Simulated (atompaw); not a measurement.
Pseudopotential generation for antimony: PAW (atompaw), PBEsol, scalar-relativistic.

| Quantity | Value |
| --- | --- |
| Element | antimony |
| Generator | atompaw 4.2.0.5 |
| Type | PAW |
| Functional | PBEsol |
| Relativity | scalar-relativistic |
| Frozen core | [Kr] |
| Valence charge | 15 |
| Reference configuration | 4d10 5s1.75 5p3.25 |
| Partial waves | 5s (bound): rc 2.15 bohr; 5s channel at 0.6 Ry: rc 2.15 bohr; 5p (bound): rc 2.00 bohr; 5p channel at 3.45 Ry: rc 2.15 bohr; 4d (bound): rc 2.15 bohr; 4d channel at 2.85 Ry: rc 1.50 bohr |
| Local potential | bessel scheme, radius 1.60 bohr |
| Core correction | smooth core density matched at 2.10 bohr |
| Augmentation charge | besselshape compensation charge, radius 1.75 bohr; PAW radius 2.15 bohr; waves and projectors: custom polynom vanderbiltortho |

Poles of the logarithmic derivatives, all-electron (AE) and pseudo (PS). s: poles at 1.9 (AE) and 1.9 (PS) Ry. p: poles at 3.6 (AE) and 3.6 (PS) Ry. d: poles at -2.3 (AE) and -2.3 (PS) Ry. Test radius 2.15 bohr.

* Cutoffs needed: 35 Ry and 50 Ry (the cutoffs (Ry, on a coarse ladder) from which the occupation-weighted sum of valence levels, in a spherical-Bessel basis at the reference potential, stays within 10 and 1 mRy of its value at 400 Ry)
* Ghost test: ghost state, extra bound levels that the all-electron valence spectrum of the same l lacks: p at -190.3 eV; a true bound ghost makes a file unfit for plane-wave use (spherical-Bessel basis up to 400 Ry, 20 bohr box)
* Lowest eigenvalue of the overlap operator: 0.08 (s channel)
* Overlap eigenvalues printed by atompaw (projector basis): 0.000288, 0.0339, 2.8, 86.9, 92.2, 1.14e+03
* Share of each valence orbital outside the PAW sphere: 5s 48 %, 5p 73 %, 4d 2 %
